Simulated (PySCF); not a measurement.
Dipole moment and polarisability of TeOF2

Compound: TeOF2.
Structure used (PBE0-D3(BJ)/def2-SVP), in Å, numbered top down from 1:
```xyz
4
F2OTe angstrom
Te     0.081    0.001    0.664
O      1.683   -0.029   -0.123
F     -0.859    1.393   -0.276
F     -0.905   -1.365   -0.265
```

Level: PBE0/def2-SVPD (PySCF), static field, nuclei fixed, core orbitals frozen in the response. The polarisability tensor in these axes (au):

```
x   45.90 -0.13 -0.96
y   -0.13 39.02  0.00
z   -0.96  0.00 35.08
```

Task: Give the principal values, the mean and the anisotropy Δα = √{½[(α1 − α2)² + (α2 − α3)² + (α1 − α3)²]}.

Result: Principal values 35.00, 39.02 and 45.99 au; mean 40.00 au = 5.93 Å³ = 6.60 × 10⁻⁴⁰ C²·m²/J; Δα = 9.63 au (24 % of the mean).

Task: What is the dipole moment, and where does it point?

Result: (-0.93, 0.03, 3.98) D, 4.09 D in size, pointing from the negative to the positive side. Measured along this direction, the outermost atoms are O2 at the negative end and Te1 at the positive end.

Task: Directions of the eigenvectors, and the extent of the frame along each?

Result: Largest value along (1.00, -0.02, -0.09), where the nuclei span 2.54 Å; middle along (0.02, 1.00, 0.00), 2.76 Å; least along (0.09, 0.00, 1.00), 1.02 Å. The strongest response doesn't lie along the longest of the three spans.

Task: Rayleigh depolarisation ratio (linearly polarised light, static tensor)?

Result: ρ = 3Δα²/(45ᾱ² + 4Δα²) = 278.1/(72009 + 370.8) = 0.00384.

Task: Form Σ f/ω² (atomic units) for the 10 lowest TDDFT singlets, given as eV and f, and set it beside the mean polarisability, which is this sum over all singlets: 4.65, 0.0097; 5.34, 0.0024; 5.91, 0.0056; 5.93, 0.0101; 6.47, 0.0508; 6.63, 0.0439; 6.85, 0.0104; 6.93, 0.0162; 7.46, 0.0050; 7.73, 0.0102.

Result: They add up to 2.97 au, 7.4 % of the 40.00 au; the largest single term is 0.90 au, from the state at 6.47 eV. Terms in order: 0.33, 0.06, 0.12, 0.21, 0.90, 0.74, 0.16, 0.25, 0.07, 0.13 au. Higher excitations give the rest. The strengths listed sum to 0.164.

Geometry: PBE0-D3(BJ)/def2-SVP; no solvent, vibrations or thermal averaging. Atoms past krypton carry effective core potentials; spin–orbit coupling is left out.
